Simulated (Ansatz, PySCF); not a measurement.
C$_{5}$H$_{13}$O$_{3}$Si (SMILES CCO[Si](C)([O])OCC), doublet, geometry from GFN2-xTB. Base run: CCSD(T)/STO-3G (PySCF).

Input for PySCF:
```python
from pyscf import gto, scf, cc

mol = gto.Mole()
mol.atom = '''
    C     2.95893654    0.38689636    0.63473230
    C     1.69263355    1.15549515    0.98434256
    O     0.52673530    0.40969354    0.77593955
    Si    0.02485384   -0.27257405   -0.62496166
    C     0.58416436   -2.20764428   -0.32958892
    O     0.61384821    0.03320750   -2.00139191
    O    -1.57080562   -0.53350328   -0.43573956
    C    -2.45533194   -0.11798617    0.56287740
    C    -2.56361505    1.39653957    0.64998372
    H     3.83114492    0.99586567    0.85512287
    H     3.01227456   -0.53263596    1.21271682
    H     2.94846709    0.14346386   -0.42371502
    H     1.64586651    2.06705104    0.37760184
    H     1.69488402    1.43071731    2.04558358
    H     1.62611951   -2.25967722   -0.59298640
    H     0.39468657   -2.42592751    0.70846750
    H    -0.03920568   -2.77063351   -1.00169045
    H    -3.42587355   -0.55939607    0.30615436
    H    -2.13880731   -0.52060528    1.53356867
    H    -2.84308328    1.80121798   -0.31916021
    H    -3.31085018    1.67566247    1.38813488
    H    -1.60252520    1.81594797    0.93511761
'''
mol.basis = 'sto-3g'
mol.spin = 1
mol.verbose = 3
mol.build()

mf = scf.UHF(mol)
mf.kernel()

mycc = cc.CCSD(mf)
mycc.kernel()
et = mycc.ccsd_t()
print('E(CCSD(T)) = %.10f' % (mycc.e_tot + et))
```

The same geometry, method and basis name were run in Ansatz (a program for electronic structure) and PySCF, at each program's defaults and at the settings that a row names. The base is PySCF at its defaults. Differences at the defaults can come from grids, fitting, cores and function types together.

```json
[
 {"code and settings": "PySCF, defaults (exact integrals, spherical functions, all electrons correlated)", "ΔE vs base (µEh)": "0.0", "basis functions": "62", "E (Eh)": "-702.24496", "SCF cycles": "21", "SCF-reference dipole (D)": "2.03"},
 {"code and settings": "Ansatz, defaults (factorised integrals, spherical functions, frozen core)", "ΔE vs base (µEh)": "5688", "basis functions": "62", "E (Eh)": "-702.23927", "SCF cycles": "-", "SCF-reference dipole (D)": "-"},
 {"code and settings": "PySCF, frozen core", "ΔE vs base (µEh)": "5636", "basis functions": "62", "E (Eh)": "-702.23933", "SCF cycles": "21", "SCF-reference dipole (D)": "2.03"},
 {"code and settings": "Ansatz, high accuracy, frozen core", "ΔE vs base (µEh)": "5636", "basis functions": "62", "E (Eh)": "-702.23933", "SCF cycles": "-", "SCF-reference dipole (D)": "-"}
]
```

Open shells are given as the SCF converged; they aren't shown to be the lowest states, and a large step between rows can be another state.
